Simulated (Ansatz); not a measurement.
`C[O][W](=[O])([OH])([Cl])[Cl]` at its PBE0-D4/def2-TZVP geometry, where that method's forces vanish. The species carries charge 0 and has multiplicity 1. W: def2 effective core potential.

```csv
atom,x (Å),y (Å),z (Å)
C1,0.724,-0.830,-1.537
O2,0.226,-0.985,-0.235
W3,-0.253,0.143,1.144
O4,-0.883,-0.940,2.265
O5,-1.590,0.775,-0.055
Cl6,1.984,0.518,1.563
Cl7,-0.654,2.153,2.262
H8,0.074,-0.151,-2.098
H9,1.736,-0.414,-1.493
H10,0.748,-1.806,-2.022
H11,-2.112,1.538,0.206
```

(1) For each bond, give half the difference of the two atoms' forces along it (eV/Å; positive pushes the atoms apart) under PBE-D4, r2SCAN-D4, B3LYP-D4, ωB97M-V in def2-TZVPP. (Estimate.)

Results:

(1) The calculation gave: 
```
  bond  length (Å)  PBE-D4  r2SCAN-D4  B3LYP-D4  ωB97M-V
 C1–O2       1.402    0.00       0.14      0.18     0.45
 C1–H8       1.094    0.11      -0.05     -0.08    -0.13
 C1–H9       1.095    0.11      -0.05     -0.08    -0.13
C1–H10       1.090    0.08      -0.06     -0.11    -0.12
 O2–W3       1.846    0.42       0.18      0.11    -0.27
 W3–O4       1.681    1.10       0.55      0.34    -0.54
 W3–O5       1.904    0.16       0.08      0.17     0.05
W3–Cl6       2.307   -0.12      -0.04      0.16     0.21
W3–Cl7       2.334   -0.19      -0.09      0.15     0.24
O5–H11       0.961    0.33       0.00     -0.08    -0.05
```

B3LYP here is the variant with VWN-RPA as its local correlation; programs differ in this.

Computed with Ansatz.
